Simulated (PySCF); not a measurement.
Species: C7H7NO (charge +1 and doublet state).
Geometry (GFN2-xTB, Å), atoms numbered from 1 in this order:
```
atom  x, y, z in Å
N1     0.873    1.758    0.836
C2     0.123    0.805    0.313
C3    -1.274    1.005    0.102
C4    -2.058   -0.006   -0.391
C5    -1.495   -1.248   -0.708
C6    -0.130   -1.474   -0.520
C7     0.694   -0.472   -0.037
C8     2.140   -0.691    0.113
O9     2.919    0.137    0.511
H10    0.498    2.680    1.017
H11    1.875    1.575    0.969
H12   -1.705    1.957    0.378
H13   -3.116    0.153   -0.534
H14   -2.116   -2.031   -1.117
H15    0.293   -2.431   -0.786
H16    2.472   -1.707   -0.158
```

The hyperfine couplings belong to this conformer and change with its torsions.

As a line formula: `[NH2+]C1=CC=CC=C1C=O` [radical] (charge +1).

Method used: UKS B3LYP, pcH-1 on C H N O, non-relativistic, mean-field spin-orbit, GIAO in PySCF 2.14.0. Isolated species at its GFN2-xTB geometry (one conformer only). A GFN2-xTB geometry isn't a minimum of the functional, and hyperfine couplings can be far from their values at a DFT geometry, by a factor of two or more for some ions and for spin on atoms past the first row. Stability of the SCF solution: not tested. ⟨S²⟩ is 0.773 where a pure state has 0.75.

(1) The isotropic 13C couplings are +31.9, -24.1, -21.3, +20.6, -18.4, +15.0, -8.6 MHz. Assign them to C2; C3; C4; C5; C6; C7; C8.

Results:

(1) 
```
site  a_iso (MHz)  ρ(0) (bohr⁻³)                 position  distance from C5 (Å)  spin population  largest |T| (MHz)
  C2        -21.3        -0.0189           1 bond from N1                  2.81            +0.02                7.4
  C3        +20.6        +0.0183         a main spin site                  2.41            +0.26               41.2
  C4        -24.1        -0.0214           1 bond from C3                  1.40            -0.15               16.8
  C5        +31.9        +0.0284  largest spin population                  0.00            +0.40               61.2
  C6        -18.4        -0.0164           1 bond from C5                  1.40            -0.07                7.1
  C7        +15.0        +0.0134          2 bonds from N1                  2.42            +0.19               30.2
  C8         -8.6        -0.0076          3 bonds from N1                  3.77            -0.03                3.3
```

ρ(0) is the spin density at the nucleus and T the dipolar tensor. The Mulliken spin populations are largest on C5 (+0.40), N1 (+0.38), C3 (+0.26) and C7 (+0.19). Four atoms exceed +0.15. The positive populations add up to 1.30 and the negative ones to -0.30, together 2S = 1. Main spin sites, with 60 % or more of the largest population: N1, C3, C5; positions count bonds from the nearest.

β density exceeds α density at some nuclei, such as C4 (-0.0214), C2 (-0.0189) and C6 (-0.0164), spin density in bohr⁻³. In a single determinant that takes different orbitals for the two spins, that is spin polarisation.

H10 and H11 aren't averaged: N1 is flat or nearly so (angle sum 360°), and its turn about the short N1–C2 bond (1.32 Å) is taken as slow.

N1, the radical centre as drawn in `[NH2+]c1ccccc1C=O`, holds a spin population of +0.38 out of 1.
